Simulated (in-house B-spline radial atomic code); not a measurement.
Radial electron density of neutral lead, [Xe] 4f14 5d10 6s2 6p2. Computed with a B-spline radial code for spherical atoms: scalar-relativistic (X2C) Hartree-Fock, spin-polarised, averaged over the determinants with the given up and down occupations, Fermi nucleus of rms radius 5.5012 fm.

One-electron X2C: radii and densities carry no picture-change correction, so inner-shell <1/r> comes out high (for 1s by about 2 % at Z = 33, 5 % at 54, 10 % at 75, 30 % at 118) and <r> low.

Columns: r (bohr), 4πr²n(r) (electrons per bohr), bar.

```
0.000244     3.32 #
0.000307    4.529 #
0.000386    6.138 ##
0.000485    8.269 ##
 0.00061     11.1 ###
0.000767    14.81 ####
0.000965    19.64 ######
 0.00121    25.74 #######
 0.00153    33.73 ##########
 0.00192    43.27 ############
 0.00241    54.67 ###############
 0.00304    68.05 ###################
 0.00382    82.32 #######################
  0.0048    96.54 ###########################
 0.00604      109 ###############################
  0.0076    117.5 #################################
 0.00955      120 ##################################
   0.012      116 #################################
  0.0151    107.8 ###############################
   0.019    101.1 #############################
  0.0239    103.7 #############################
  0.0301    119.5 ##################################
  0.0378      142 ########################################
  0.0475    155.4 ############################################
  0.0598    147.1 ##########################################
  0.0752    126.7 ####################################
  0.0946    121.9 ###################################
   0.119      139 #######################################
    0.15    142.8 ########################################
   0.188    111.6 ################################
   0.237     82.6 #######################
   0.298    89.91 #########################
   0.374    96.87 ###########################
   0.471    71.48 ####################
   0.592    40.34 ###########
   0.744    27.63 ########
   0.936    23.42 #######
    1.18    16.58 #####
    1.48    9.417 ###
    1.86    4.902 #
    2.34    2.686 #
    2.95    1.512 
     3.7   0.7842 
    4.66   0.3256 
    5.86   0.1005 
    7.37   0.0207 
    9.27 0.002513 
    11.7 0.000147
```

On this grid the curve has 4 maxima, near 0.00955, 0.0475, 0.15, 0.374 bohr.

The 6s up radial function P(r) = rR(r), positive near the nucleus:

```json
{"r (bohr)": "0.000244", "P": "0.01652"}
{"r (bohr)": "0.000386", "P": "0.02244"}
{"r (bohr)": "0.00061", "P": "0.03011"}
{"r (bohr)": "0.000965", "P": "0.03991"}
{"r (bohr)": "0.00153", "P": "0.05193"}
{"r (bohr)": "0.00241", "P": "0.06522"}
{"r (bohr)": "0.00382", "P": "0.07773"}
{"r (bohr)": "0.00604", "P": "0.08359"}
{"r (bohr)": "0.00955", "P": "0.07268"}
{"r (bohr)": "0.0151", "P": "0.03201"}
{"r (bohr)": "0.0239", "P": "-0.04146"}
{"r (bohr)": "0.0378", "P": "-0.1092"}
{"r (bohr)": "0.0598", "P": "-0.07605"}
{"r (bohr)": "0.0946", "P": "0.0915"}
{"r (bohr)": "0.15", "P": "0.1381"}
{"r (bohr)": "0.237", "P": "-0.1413"}
{"r (bohr)": "0.374", "P": "-0.1497"}
{"r (bohr)": "0.592", "P": "0.3033"}
{"r (bohr)": "0.936", "P": "0.138"}
{"r (bohr)": "1.48", "P": "-0.5443"}
{"r (bohr)": "2.34", "P": "-0.7037"}
{"r (bohr)": "3.7", "P": "-0.3545"}
{"r (bohr)": "5.86", "P": "-0.07154"}
{"r (bohr)": "9.27", "P": "-0.00429"}
```
